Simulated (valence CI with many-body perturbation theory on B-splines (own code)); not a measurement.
## Gd30+: E2, M1, M2 decay

Method: valence CI with perturbative core correlation (CI+MBPT): six valence electrons over a frozen Dirac-Fock core [Ar] 3d10, radial functions for each j: 9 s, 9 p, 8 d, 6 f, 3 g, 1 h, with the one-electron correlation potential Σ1, the two-electron term Σ2, the three-electron term Σ3, Breit, model QED; selected CI, second order for the rest, scaled by the run's own slope (own B-spline code, finite nucleus).

No measured spectrum was set against this ion. As an estimate, large intervals hold to a few tenths of a per cent, small ones and those within an open d or f shell to about a per cent. Among the levels kept, up to 640 cm⁻¹ of a level comes from second order outside the variational space, and about a tenth of that is noise between levels of different J, which matters for small intervals.

Lines 1 to 27 of 27 in falling wavelength, among levels below 1538000 cm⁻¹, chosen from the decays that carry over 1 % of a level's rate. Wavelengths and rates use the calculated energies. Electric multipoles are in the length gauge, E1 and E2 with the static RPA response of the core. Weak lines are less certain than strong ones. Lines between different terms over intervals too small for the method are left out, as are lines whose strength nearly cancels.

Levels are named by their leading jj configuration (3d3/2^4 stands for four electrons in 3d with j = 3/2), which in mixed levels can hold well under half, so a name can repeat and another be missing. Letters in brackets count levels of one name in rising energy.

```tsv
λ vac (nm)	Upper	Lower	Type	A (s⁻¹)	Branch %
180.2	(4s^2 4p1/2^2 4p3/2^2) J=0	(4s^2 4p1/2^2 4p3/2^2) J=2	E2	3.63e+00	100.0
164.2	(4s^2 4p1/2^2 4p3/2 4d5/2) J=4	(4s^2 4p1/2^2 4p3/2 4d3/2) J=3	M1	3.00e+03	55.0
142.0	(4s^2 4p1/2 4p3/2^2 4d5/2) J=5	(4s^2 4p1/2 4p3/2^2 4d3/2) J=4	M1	4.20e+03	3.5
111.8	(4s^2 4p1/2 4p3/2^2 4d5/2) J=4 [b]	(4s^2 4p1/2 4p3/2^2 4d3/2) J=3 [a]	M1	3.99e+03	3.5
51.02	(4s^2 4p1/2 4p3/2^2 4d3/2) J=4	(4s^2 4p1/2^2 4p3/2 4d5/2) J=3	M1	9.30e+03	8.1
45.17	(4s^2 4p1/2 4p3/2^2 4d5/2) J=4 [a]	(4s^2 4p1/2^2 4p3/2 4d5/2) J=3	M1	1.06e+05	20.3
39.18	(4s^2 4p1/2 4p3/2^2 4d5/2) J=4 [b]	(4s^2 4p1/2^2 4p3/2 4d5/2) J=3	M1	4.04e+04	35.8
36.50	(4s^2 4p1/2 4p3/2^3) J=1	(4s^2 4p1/2^2 4p3/2^2) J=0	M1	1.50e+05	20.6
36.36	(4s^2 4p1/2 4p3/2^2 4d3/2) J=4	(4s^2 4p1/2^2 4p3/2 4d5/2) J=4	M1	1.55e+04	13.4
34.79	(4s^2 4p1/2 4p3/2^2 4d5/2) J=4 [b]	(4s^2 4p1/2^2 4p3/2 4d5/2) J=2	E2	1.47e+03	1.3
33.29	(4s^2 4p1/2 4p3/2^2 4d5/2) J=4 [a]	(4s^2 4p1/2^2 4p3/2 4d5/2) J=4	M1	3.81e+05	73.0
30.35	(4s^2 4p1/2 4p3/2^3) J=1	(4s^2 4p1/2^2 4p3/2^2) J=2	M1	5.74e+05	78.5
29.91	(4s^2 4p1/2 4p3/2^2 4d5/2) J=4 [b]	(4s^2 4p1/2^2 4p3/2 4d5/2) J=4	M1	5.39e+04	47.7
29.91	(4s^2 4p1/2 4p3/2^2 4d5/2) J=4 [b]	(4s^2 4p1/2^2 4p3/2 4d5/2) J=4	E2	4.32e+03	3.8
29.77	(4s^2 4p1/2 4p3/2^2 4d3/2) J=4	(4s^2 4p1/2^2 4p3/2 4d3/2) J=3	M1	8.09e+04	70.1
29.77	(4s^2 4p1/2 4p3/2^2 4d3/2) J=4	(4s^2 4p1/2^2 4p3/2 4d3/2) J=3	E2	5.82e+03	5.0
28.95	(4s^2 4p1/2 4p3/2^2 4d5/2) J=5	(4s^2 4p1/2^2 4p3/2 4d5/2) J=4	M1	1.07e+05	89.8
28.95	(4s^2 4p1/2 4p3/2^2 4d5/2) J=5	(4s^2 4p1/2^2 4p3/2 4d5/2) J=4	E2	6.07e+03	5.1
28.59	(4s^2 4p1/2 4p3/2^2 4d3/2) J=4	(4s^2 4p1/2^2 4p3/2 4d3/2) J=2	E2	1.85e+03	1.6
28.31	(4s^2 4p3/2^4) J=0	(4s^2 4p1/2 4p3/2^3) J=2	E2	4.17e+04	2.3
27.84	(4s^2 4p1/2 4p3/2^3) J=2	(4s^2 4p1/2^2 4p3/2^2) J=2	M1	3.76e+05	96.2
27.84	(4s^2 4p1/2 4p3/2^3) J=2	(4s^2 4p1/2^2 4p3/2^2) J=2	E2	1.28e+04	3.3
27.68	(4s^2 4p1/2 4p3/2^2 4d5/2) J=4 [a]	(4s^2 4p1/2^2 4p3/2 4d3/2) J=3	M1	3.12e+04	6.0
26.11	(4s^2 4p3/2^4) J=0	(4s^2 4p1/2 4p3/2^3) J=1	M1	1.77e+06	97.6
24.45	(4s^2 4p1/2 4p3/2^2 4d5/2) J=4 [b]	(4s^2 4p1/2^2 4p3/2 4d3/2) J=2	E2	2.30e+03	2.0
9.922	(4s^2 4p1/2 4p3/2^2 4d5/2) J=4 [b]	(4s^2 4p1/2 4p3/2^3) J=2	M2	3.44e+03	3.1
9.683	(4s^2 4p1/2^2 4p3/2 4d5/2) J=4	(4s^2 4p1/2^2 4p3/2^2) J=2	M2	2.43e+03	44.6
```
